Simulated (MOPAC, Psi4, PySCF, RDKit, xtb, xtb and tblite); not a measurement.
Two geometries of SMILES CO[SiH2]CC(C)(C)C, relaxed at GFN2-xTB with one dihedral held; other torsions can differ between them too.

Structure A

```
24

C     -4.0786     0.0376     0.4293
O     -2.7688    -0.3607     0.1721
Si    -1.4619     0.5940     0.0282
C     -0.0767    -0.6776    -0.2249
C      0.7311    -0.6001    -1.5253
C     -0.1801    -0.8084    -2.7343
C      1.4370     0.7518    -1.6314
C      1.7917    -1.7083    -1.5112
H     -4.7096    -0.8520     0.4372
H     -4.4358     0.7263    -0.3402
H     -4.1479     0.5376     1.3984
H     -1.6799     1.5664    -1.0529
H     -1.2463     1.3881     1.2483
H      0.6235    -0.5836     0.6071
H     -0.5119    -1.6764    -0.1501
H     -0.9303    -0.0244    -2.7914
H      0.3996    -0.7968    -3.6555
H     -0.6915    -1.7656    -2.6625
H      0.7159     1.5617    -1.6878
H      2.0674     0.9197    -0.7608
H      2.0647     0.7853    -2.5198
H      2.4650    -1.5846    -0.6654
H      2.3838    -1.6845    -2.4241
H      1.3233    -2.6873    -1.4344
```

Structure B

```
24

C      4.1291     0.1925     0.4769
O      2.8404    -0.3184     0.3317
Si     1.4882     0.5165    -0.0069
C      0.1065    -0.7641    -0.2185
C     -0.2489    -1.6953     0.9488
C     -0.4773    -0.8927     2.2291
C      0.8730    -2.7090     1.1750
C     -1.5374    -2.4503     0.6000
H      4.8063    -0.6426     0.6602
H      4.4430     0.7201    -0.4267
H      4.1788     0.8887     1.3178
H      1.6553     1.2593    -1.2664
H      1.2177     1.5112     1.0405
H      0.3290    -1.3821    -1.0907
H     -0.7844    -0.1887    -0.4792
H      0.4511    -0.4358     2.5622
H     -0.8448    -1.5402     3.0232
H     -1.2090    -0.1053     2.0610
H      1.8092    -2.1989     1.3777
H      1.0076    -3.3310     0.2924
H      0.6372    -3.3569     2.0173
H     -1.4180    -3.0053    -0.3284
H     -1.7930    -3.1558     1.3883
H     -2.3682    -1.7577     0.4790
```

**Question.** Which is lower in energy at the level B3LYP-D3(BJ)/def2-SVP // GFN2-xTB (Psi4), and by how much?

**Answer.** B is lower, by 2.25 kcal/mol (dihedral O2–Si3–C4–C5: 120° in A, 60° in B).

E(B) − E(A) in kcal/mol at the other levels, on the same two geometries: GFN2-xTB (xtb and tblite) 0.08; MMFF94 // GFN2-xTB (RDKit) -3.00; B3LYP/def2-SVP // GFN2-xTB (Psi4) -1.96; PBE/def2-SVP // GFN2-xTB (Psi4) -1.88; PBE-D3(BJ)/def2-SVP // GFN2-xTB (Psi4) -2.08; UFF // GFN2-xTB (RDKit) -1.95; PM3, restricted, heats of formation // GFN2-xTB (MOPAC) 1.20; PM7, restricted, heats of formation // GFN2-xTB (MOPAC) -0.89; GFN1-xTB // GFN2-xTB (xtb) -0.94; restricted B3LYP/6-31G*, spherical d, density fitting // GFN2-xTB (PySCF) -1.23; restricted B3LYP/6-311+G**, spherical d, density fitting // GFN2-xTB (PySCF) -1.20; restricted BP86/6-31G*, spherical d, density fitting // GFN2-xTB (PySCF) -1.05; restricted B3LYP/3-21G, density fitting // GFN2-xTB (PySCF) -2.26.

MMFF94 has few fitted parameters for silicon.
